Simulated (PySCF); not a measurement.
Structure problem from calculated spectra and properties.

Formula: C5H15BO3Si.

* 13C NMR: chemical shifts (computed TMS as zero) by class: 52.3 (2 C), 0.5 (3 C) ppm [GIAO CAM-B3LYP/pcSseg-1]
* Dipole: 0.20 D [CAM-B3LYP/pcSseg-1]
* Rotational structure: rotational constants A, B, C: 1.490, 0.742, 0.594 GHz [PBE0-D3(BJ)/def2-SVP]
* 1H NMR: chemical shifts (computed TMS as zero) by class: 3.62 (6 H), 0.14 (9 H) ppm [GIAO CAM-B3LYP/pcSseg-1]
* NMR, other nuclei: isotropic shieldings of nuclei other than C and H, by class: 82 (1 B), 232 (1 O), 269 (2 O), 320 (1 Si) ppm [GIAO CAM-B3LYP/pcSseg-1]

Electronic properties: PySCF, gas phase, density fitting. Levels stand in brackets. The structure is a single PBE0-D3(BJ)/def2-SVP conformer in the gas phase; no vibrational or solvent corrections. NMR values are class means; diastereotopic atoms form classes of their own.

Q: Propose a structure and show how it fits.

A: Numbering: `[CH3:1][O:2][B:3]([O:4][CH3:5])[O:6][Si:7]([CH3:8])([CH3:9])[CH3:10]`. 5 carbons fall into 2 classes; from least to most shielded: methoxy carbon [C1/C5] (52.3 ppm, 2 C), Si-methyl carbon [C8/C9/C10] (0.5 ppm, 3 C). Hydrogen classes from least to most shielded: 6 H on 2 methoxy carbons, C1/C5 (3.62 ppm, a mean of values up to 0.7 ppm apart in this geometry), 9 H on 3 Si-methyl carbons, C8/C9/C10 (0.14 ppm, a mean of values up to 1.0 ppm apart in this geometry). The other shieldings belong to: 82 ppm, three-coordinate boron [B3]; 232 ppm, boron-bound oxygen [O6]; 269 ppm, boron-bound oxygen [O2/O4]; 320 ppm, oxygen-bound silicon [Si7]. By its constants the optimised geometry is an asymmetric top. Structure: `COB(OC)O[Si](C)(C)C`. The assignments are read from this structure; whether some other isomer fits the data as well wasn't checked.

The values belong to the conformer `[CH3:1][O:2][B:3]([O:4][CH3:5])[O:6][Si:7]([CH3:8])([CH3:9])[CH3:10]`: C1–O2–B3–O4 178°, O2–B3–O4–C5 0°, O2–B3–O6–Si7 178°, B3–O6–Si7–C8 61°.
